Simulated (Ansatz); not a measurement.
System: BeCl (charge +1, singlet). SMILES: [Be+][Cl]
Coordinates optimised at B3LYP-D3(BJ)/def2-TZVP (Ansatz, an electronic-structure program):
```xyz
2

Be     0.0000     0.0000    -1.3984
Cl     0.0000     0.0000     0.3290
```
Charge +1, spin multiplicity 1.

Property: vertical electron affinity (to the doublet state of charge +0; a negative value means that the extra electron is unbound and the number depends on the basis; each state is the SCF solution reached for its spin), in eV. Correlated levels leave the core frozen unless marked. Open shells are spin-unrestricted. No spin-orbit coupling. Non-relativistic. Basis-set limits of correlation are two-point, X^-3; Hartree-Fock from the larger set.

| level | program | vertical electron affinity (eV) |
|---|---|---|
| SVWN5/def2-TZVPD | Ansatz | 8.58 |

Estimate the value at CCSD(T)/CBS(def2-TZVPPD,def2-QZVPPD) as computed with Ansatz.

8.61 eV, so SVWN5/def2-TZVPD differs from it by -0.03 eV.
